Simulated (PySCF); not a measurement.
A GIAO shielding run with PySCF 2.14 (density fitting, non-relativistic, gas phase) on `C=C[C@@H]1C=C(CCC)[C@@H]1F`, C9H13F:

```
$ OMP_NUM_THREADS=1 python probes_run.py task.json out

{"job": {"kind": "nmr", "xc": "PBE0", "basis": "pcSseg-1"}, "charge": 0, "multiplicity": 1}
C      3.603133     1.132785     0.043344
C      2.321036     0.826034     0.105693
C      1.789678    -0.565106     0.064344
C      0.707441    -0.794063    -0.970854
C     -0.274463    -0.974841    -0.087307
C     -1.736307    -1.220492    -0.144179
C     -2.525175    -0.055607     0.470621
C     -2.338168     1.232627    -0.319886
C      0.657688    -0.868865     1.098730
F      0.397485     0.123826     2.010160
H      3.943614     2.153498     0.066920
H      4.366207     0.375173    -0.035315
H      1.569587     1.599403     0.185920
H      2.603289    -1.294527     0.065975
H      0.759748    -0.796234    -2.043373
H     -2.034581    -1.361956    -1.185732
H     -1.965432    -2.135405     0.410895
H     -2.193042     0.098643     1.498398
H     -3.583762    -0.322653     0.494450
H     -1.294406     1.536528    -0.307816
H     -2.642389     1.094389    -1.355510
H     -2.933954     2.033457     0.111699
H      0.798020    -1.789629     1.674362
```

Hardware: 1 thread of an Arm Neoverse V1, shared host. The job also computes population analyses, field gradients, ring-centre shieldings.

Q: How large is the calculation?

A: 76 electrons, 235 basis functions and 1210 auxiliary functions.

Q: How long does it take, and how much memory does it need?

A: 59 s of wall time, with 14 SCF cycles and 5 response iterations; peak memory 1.1 GiB. Times on a shared host scatter by some tens of per cent.
